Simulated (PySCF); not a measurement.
Excitations are Tamm–Dancoff values on a coarser integration grid. The basis has no diffuse functions, so Rydberg states are missing or too high.

**C₄H₁₂GeO₄, SMILES `[O]([Ge]([O]C)([O]C)[O]C)C` (charge 0, multiplicity 1)**

The numbers are results of PySCF with r2SCAN-D4/def2-TZVP // r2SCAN-D4/def2-SVP, not measurements.

| Property | Result |
|---|---|
| HOMO | -6.82 eV |
| dipole moment | 0.00 D |
| HOMO–LUMO gap | 6.33 eV |
| LUMO | -0.49 eV |
| S1 excitation (TDA) | 6.41 eV |
| S1 oscillator strength | 0.000 |
| T1 excitation (TDA) | 6.03 eV |
| S1–T1 gap (TDA) | 0.38 eV |
| total energy | -69050.10 eV |
| cost | about 2.7 core-hours (a rough figure) |

```xyz
21

C      2.1157     0.9213     1.5038
O      0.7555     0.5156     1.5019
Ge     0.0001    -0.0004    -0.0001
O     -1.5677    -0.6716     0.4299
C     -1.6695    -1.5920     1.5056
O      1.1159    -1.1248    -0.7642
C      0.8750    -1.5652    -2.0917
O     -0.3033     1.2792    -1.1679
C     -1.3212     2.2360    -0.9177
H      2.2612     1.8692     0.9536
H      2.7743     0.1549     1.0591
H      2.4174     1.0807     2.5506
H     -1.2247    -1.1916     2.4334
H     -2.7389    -1.7853     1.6824
H     -1.1785    -2.5541     1.2694
H      1.7470    -2.1555    -2.4133
H     -0.0210    -2.2101    -2.1532
H      0.7446    -0.7191    -2.7888
H     -2.2932     1.7572    -0.7055
H     -1.0638     2.8956    -0.0684
H     -1.4251     2.8598    -1.8190
```
